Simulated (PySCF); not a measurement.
## MgAs: script and output

The script input.py:

```python
from pyscf import gto, dft
from pyscf.prop.polarizability import uhf as pol

mol = gto.M(
    atom='Mg 0 0 0; As 0 0 2.403',
    basis='def2-svp',
    charge=0,
    spin=3,
    symmetry=True,
    verbose=4,
)
mf = dft.UKS(mol, xc='lda,vwn')
mf = mf.density_fit(auxbasis='def2-universal-jkfit')
mf.kernel()
print('polarizability (a.u.)')
print(pol.Polarizability(mf).polarizability().round(4))
mf.dip_moment()
print('orbital energies (hartree):', [e[max(0, n-3):n+3].round(4) for e, n in zip(mf.mo_energy, mol.nelec)])
```

```bash
$ python input.py
```

Output (some set-up lines and the per-cycle HOMO/LUMO lines with their warnings removed):

```
PySCF version 2.14.0

[INPUT] Symbol           X                Y                Z      unit          X                Y                Z       unit  Magmom
[INPUT]  1 Mg     0.000000000000   0.000000000000   0.000000000000 AA    0.000000000000   0.000000000000   0.000000000000 Bohr   0.0
[INPUT]  2 As     0.000000000000   0.000000000000   2.403000000000 AA    0.000000000000   0.000000000000   4.541011877330 Bohr   0.0

nuclear repulsion = 87.2052332602247
point group symmetry = Coov
symmetry origin: [0.         0.         3.33007538]
symmetry axis x: [1. 0. 0.]
symmetry axis y: [0. 1. 0.]
symmetry axis z: [0. 0. 1.]
num. orbitals of irrep A1 = 20
num. orbitals of irrep E1x = 11
num. orbitals of irrep E1y = 11
num. orbitals of irrep E2x = 4
num. orbitals of irrep E2y = 4
number of shells = 20
number of NR pGTOs = 110
number of NR cGTOs = 50
basis = def2-svp
ecp = {}

******** <class 'pyscf.df.df_jk.DFSymAdaptedUKS'> ********
method = DFSymAdaptedUKS
initial guess = minao
damping factor = 0
level_shift factor = 0
DIIS = <class 'pyscf.scf.diis.CDIIS'>
SCF conv_tol = 1e-09
SCF max_cycles = 50
number electrons alpha = 24  beta = 21
XC functionals = lda,vwn

grids dens level: 3
Freeze 0 electrons in irreps []
    45 free electrons in irreps A1 E1x E1y E2x E2y
tot grids = 39008
init E= -2430.65615135957

cycle= 1 E= -2431.30211965393  delta_E= -0.646  |g|= 0.19  |ddm|= 1.33
cycle= 2 E= -2431.26341442283  delta_E= 0.0387  |g|= 0.211  |ddm|= 0.858

cycle= 3 E= -2431.31264069675  delta_E= -0.0492  |g|= 0.109  |ddm|= 0.761

cycle= 4 E= -2431.32193793699  delta_E= -0.0093  |g|= 0.00642  |ddm|= 0.227

cycle= 5 E= -2431.32196216578  delta_E= -2.42e-05  |g|= 0.00205  |ddm|= 0.0225

cycle= 6 E= -2431.32196884383  delta_E= -6.68e-06  |g|= 0.000464  |ddm|= 0.00641

cycle= 7 E= -2431.32196902544  delta_E= -1.82e-07  |g|= 9.05e-05  |ddm|= 0.00109

cycle= 8 E= -2431.32196903644  delta_E= -1.1e-08  |g|= 2.23e-05  |ddm|= 0.000253

cycle= 9 E= -2431.32196903649  delta_E= -4.55e-11  |g|= 2.03e-05  |ddm|= 2.3e-05

Extra cycle  E= -2431.3219690365  delta_E= -1.64e-11  |g|= 1.57e-05  |ddm|= 8.18e-06
converged SCF energy = -2431.3219690365  <S^2> = 3.7514951  2S+1 = 4.0007475
polarizability (a.u.)
Isotropic polarizability 83.0451790781
Polarizability anisotropy 37.0529692635
[[ 70.6942   0.      -0.    ]
 [  0.      70.6942  -0.    ]
 [ -0.      -0.     107.7472]]
Dipole moment(X, Y, Z, Debye):  0.00000,  0.00000, -0.86393
orbital energies (hartree): [array([-0.2149, -0.2149, -0.1476, -0.0547, -0.0547,  0.0011]), array([-1.5077, -0.4832, -0.2145, -0.1606, -0.1606, -0.1094])]
```

In short: E(SCF) = -2431.321969 Eh, 9 cycles, ⟨S²⟩ = 3.751, μz(SCF) = -0.86 D, α(xx, yy, zz) = 70.7, 70.7, 107.7 bohr³.

Wall time 6.4 s on one thread of a shared host.

The bond length is a typed value, not an optimised one. No search for the lowest solution was made.
